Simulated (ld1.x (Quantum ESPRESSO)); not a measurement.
What the settings do to the TM potential of Fe

Base potential:

iron, norm-conserving Troullier–Martins (Kleinman–Bylander form), made with ld1.x (Quantum ESPRESSO) 7.5 (PBE, scalar-relativistic). Core [Ne] 3s2, reference 3p6 3d6 4s1.75 4p0.25. Waves: 4s (bound): rc 2.25 bohr; 3d (bound): rc 1.30 bohr; 3p (bound): rc 1.20 bohr. Local part: the p channel. Core correction: none.

Occupied shells without a wave of their own: 4p. They enter only through the test configuration that unscreens the potential.

All-electron outer shells of the reference configuration (PBE, scalar-relativistic, ld1.x):

| shell | level (eV) | outermost node (bohr) | outermost maximum (bohr) |
| --- | --- | --- | --- |
| 2p | -698.90 | – | 0.18 |
| 3s | -94.48 | 0.33 | 0.70 |
| 3p | -60.51 | 0.30 | 0.72 |
| 3d | -7.96 | – | 0.71 |
| 4s | -5.59 | 1.00 | 2.41 |
| 4p | -1.55 | 1.10 | 3.29 |

Cutoffs, loose and tight: the cutoffs (Ry, on a coarse ladder) from which the occupation-weighted sum of valence levels, in a spherical-Bessel basis at the reference potential, stays within 10 and 1 mRy of its value at 400 Ry. They do not see the model core or the augmentation charge, which bear on the density cutoff. Test errors are all-electron minus pseudo excitation energies from the reference, over the configurations 3p6 3d6 4s2 4p0; 3p6 3d6 4s1 4p0; 3p6 3d6 4s0 4p0; 3p6 3d7 4s1 4p0; 3p6 3d6 4s0 4p2; 3p6 3d5 4s2 4p0; 3p6 3d4 4s0 4p0. A dash means not determined; rows that change the core or the reference have their own tests. The largest error is taken over the tests solved by every variant that gives reliable tests at all: 3p6 3d4 4s0 4p0; 3p6 3d5 4s2 4p0; 3p6 3d6 4s0 4p0; 3p6 3d6 4s0 4p2; 3p6 3d6 4s1 4p0; 3p6 3d6 4s2 4p0.

A true bound ghost makes a file unfit for plane-wave use even where its test errors are small: the radial tests pick states by their node count and pass the ghost by.

On the changes marked as counting shells twice: ld1.x takes every shell without a wave as core, so the model core holds the marked electrons as well and exchange and correlation see them twice. This cancels in the reference configuration, but the file is broken for other ones, and its errors say nothing about a proper core correction.

| change | outcome | cutoff, loose | cutoff, tight | bound ghosts | largest test error (meV) |
| --- | --- | --- | --- | --- | --- |
| base | generated | 140 Ry | 200 Ry | s | +246 |
| core correction a·sin(br)/r model core inside 0.74 bohr (4p counted twice) | generated | 140 Ry | 200 Ry | s | -151 |
| local potential all-electron potential smoothed inside 0.95 bohr (lloc = -1) | generated | 140 Ry | 200 Ry | s | +248 |
| reference 3p6 3d6 4s2 4p0 | generated | 140 Ry | 200 Ry | s | -123 over the solved tests; 1 of 7 tests not solved or not reliable |
| all radii scaled by about 0.88 (s 1.98, p 1.06, d 1.14 bohr) | generated | 160 Ry | 230 Ry | s | +216 |
| functional LDA (PZ) | generated | 140 Ry | 200 Ry | s | +225 |
| wave 4s (bound): rc 2.25 bohr becomes 4s (bound): rc 1.66 bohr | generated | 140 Ry | 200 Ry | s | +124 |
